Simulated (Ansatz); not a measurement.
Start from `CCBCN` and change one atom or group to get `BCBCC`.

Ansatz, PBE0-D4/def2-TZVP geometries, multiplicity 1. Each molecule was computed in one conformer, which needn't be the lowest.

```csv
property,`CCBCN`
HOMO–LUMO gap (B3LYP/def2-TZVPP) / eV,5.58
LUMO energy (PBE0/def2-TZVPP) / eV,-0.64
HOMO–LUMO gap (PBE/def2-TZVPP) / eV,3.56
size of the dipole moment (PBE/def2-TZVPP) / D,1.33
LUMO energy (B3LYP/def2-TZVPP) / eV,-0.88
size of the dipole moment (B3LYP/def2-TZVPP) / D,1.35
```

(1) Give the same properties after the change, and the shifts. (An estimate is asked.)

Results:

(1) The calculation gave: 
```tsv
property	`BCBCC`	shift
HOMO–LUMO gap (B3LYP/def2-TZVPP) / eV	6.45	0.87
LUMO energy (PBE0/def2-TZVPP) / eV	-1.62	-0.98
HOMO–LUMO gap (PBE/def2-TZVPP) / eV	4.54	0.98
size of the dipole moment (PBE/def2-TZVPP) / D	1.18	-0.15
LUMO energy (B3LYP/def2-TZVPP) / eV	-1.84	-0.96
size of the dipole moment (B3LYP/def2-TZVPP) / D	1.06	-0.29
```

With PBE0 the HOMO falls by 1.79 eV and the LUMO falls by 0.98 eV, so the gap widens by about 0.81 eV. PBE moves the HOMO by -1.94 eV and ωB97M-V by -1.67 eV. Dipoles are sizes alone; their direction can turn.

B3LYP here is the variant with VWN-RPA as its local correlation; programs differ in this.
